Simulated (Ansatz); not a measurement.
One change: `O[SiH2]C[TeH]` becomes `CCC[SiH2]O`.

Ansatz, PBE0-D4/def2-TZVP geometries, multiplicity 1. Each molecule was computed in one conformer, which needn't be the lowest.

Elements past krypton have def2 core potentials.  Spin–orbit coupling is left out; it splits and shifts lone-pair levels of the heavy atoms by tenths of an eV.

```json
{"property": "HOMO energy (B3LYP/def2-TZVPP) / eV", "`O[SiH2]C[TeH]`": "-6.24"}
{"property": "HOMO energy (ωB97M-V/def2-TZVPP) / eV", "`O[SiH2]C[TeH]`": "-8.56"}
{"property": "HOMO–LUMO gap (B3LYP/def2-TZVPP) / eV", "`O[SiH2]C[TeH]`": "5.04"}
{"property": "size of the dipole moment (ωB97M-V/def2-TZVPP) / D", "`O[SiH2]C[TeH]`": "1.33"}
{"property": "HOMO–LUMO gap (PBE/def2-TZVPP) / eV", "`O[SiH2]C[TeH]`": "3.63"}
{"property": "LUMO energy (PBE/def2-TZVPP) / eV", "`O[SiH2]C[TeH]`": "-1.80"}
```

(1) What does the change do to each property? (Best estimate.)

Results:

(1) Computed: 
```
                                          property  `CCC[SiH2]O`  shift
               HOMO energy (B3LYP/def2-TZVPP) / eV         -7.79  -1.55
             HOMO energy (ωB97M-V/def2-TZVPP) / eV        -10.24  -1.68
             HOMO–LUMO gap (B3LYP/def2-TZVPP) / eV          7.72   2.68
size of the dipole moment (ωB97M-V/def2-TZVPP) / D          1.71   0.38
               HOMO–LUMO gap (PBE/def2-TZVPP) / eV          5.98   2.35
                 LUMO energy (PBE/def2-TZVPP) / eV         -0.63   1.17
```

With PBE0 the HOMO falls by 1.52 eV and the LUMO rises by 1.21 eV, so the gap widens by about 2.73 eV. PBE moves the HOMO by -1.19 eV and ωB97M-V by -1.68 eV. Dipoles are sizes alone; their direction can turn.

B3LYP here is the variant with VWN-RPA as its local correlation; programs differ in this.
